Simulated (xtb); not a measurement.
C₉H₁₁, doublet, geometry from GFN2-xTB. Base run: GFN2-xTB run with xtb 6.7.1.

Geometry (Å):
```xyz
20

C     -0.8041     2.7159    -0.4123
C     -0.4168     1.4078    -0.2137
C     -1.3723     0.3819     0.0261
C     -0.9889    -0.9230     0.2244
C     -1.9984    -2.0038     0.4750
C      0.3694    -1.2476     0.1894
C      1.3430    -0.2731    -0.0428
C      2.7897    -0.6687    -0.0693
C      0.9542     1.0302    -0.2405
H     -1.8407     3.0000    -0.3917
H     -0.0810     3.4904    -0.5936
H     -2.4185     0.6513     0.0498
H     -1.9466    -2.7583    -0.3093
H     -3.0064    -1.5978     0.4998
H     -1.7975    -2.4972     1.4251
H      0.6730    -2.2731     0.3451
H      2.9605    -1.4306    -0.8288
H      3.4242     0.1869    -0.2856
H      3.0849    -1.0861     0.8929
H      1.6935     1.7972    -0.4215
```
Charge 0, spin multiplicity 2.
All else is at xtb's defaults.
Base energy -24.81856 Eh.

The base run was repeated with changes; each row names its change, and settings that it needs were set with it.

```json
[
 {"change": "base", "ΔE vs base (mEh)": "0.000", "dipole (D)": "0.78", "G_solv (kcal/mol)": "-", "SCF cycles": "10"},
 {"change": "etemp = 1000", "ΔE vs base (mEh)": "0.000", "dipole (D)": "0.78", "G_solv (kcal/mol)": "-", "SCF cycles": "10"},
 {"change": "gbsa = toluene", "ΔE vs base (mEh)": "-10.420", "dipole (D)": "0.97", "G_solv (kcal/mol)": "-6.57", "SCF cycles": "10"},
 {"change": "gbsa = thf", "ΔE vs base (mEh)": "-11.856", "dipole (D)": "0.97", "G_solv (kcal/mol)": "-7.49", "SCF cycles": "10"},
 {"change": "etemp = 5000", "ΔE vs base (mEh)": "-5.216", "dipole (D)": "1.02", "G_solv (kcal/mol)": "-", "SCF cycles": "11"},
 {"change": "alpb = dmf", "ΔE vs base (mEh)": "-12.076", "dipole (D)": "0.96", "G_solv (kcal/mol)": "-7.63", "SCF cycles": "10"}
]
```

ALPB and GBSA are two models with their own fitted parameters for each solvent, which aren't always the measured dielectric constant.
